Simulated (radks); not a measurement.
The mean radii <r> (bohr) of the occupied orbitals of an atom or ion are listed with their occupations. All-electron calculation, Dirac Kohn-Sham, PBE, spin-unpolarised, spherical densities, finite nucleus; Fermi nuclear charge, rms radius of each element as measured or else 0.836 A^(1/3) + 0.57 fm. Program: a radial shooting solver on a logarithmic mesh with Libxc functionals.

| orbital | occ. | <r> |
|---|---|---|
| 1s1/2 | 2 | 0.02274 |
| 2s1/2 | 2 | 0.09647 |
| 2p1/2 | 2 | 0.08071 |
| 2p3/2 | 4 | 0.08733 |
| 3s1/2 | 2 | 0.2535 |
| 3p1/2 | 2 | 0.2430 |
| 3p3/2 | 4 | 0.2555 |
| 3d3/2 | 4 | 0.2270 |
| 3d5/2 | 6 | 0.2308 |
| 4p1/2 | 2 | 0.5513 |
| 4p3/2 | 4 | 0.5726 |
| 4d3/2 | 4 | 0.5799 |
| 4d5/2 | 3 | 0.5862 |

Name the element and its charge. Open shells, if any, fill j = l - 1/2 first.

Answer. Z = 62, samarium, charge +21: Sm21+ in [Ar] 3d10 4p6 4d7. The 1s radius gives Z: for a bare nucleus <r> = (2 gamma + 1)/(2Z) with gamma = sqrt(1 - (Z/c)^2), 0.02245 bohr for Z = 62, and screening makes it slightly larger (0.02274 here). The occupations add up to 41, and the charge is Z minus that.
